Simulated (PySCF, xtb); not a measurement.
tetrasiletane (H8Si4), SMILES [SiH2]1[SiH2][SiH2][SiH2]1.

GFN2-xTB (xtb) at its own geometry gives an orbital gap of 2.93 eV and a dipole moment of 0.00 D.

The structure is a stationary point at PBE0-D3(BJ)/def2-SVP.

### Question
What does PBE/def2-TZVP (PySCF) give? (An estimate is asked for; the answer gives what the named calculation found.)

### Answer
gap 4.61 eV (levels -6.45 and -1.84 eV), dipole 0.00 D.
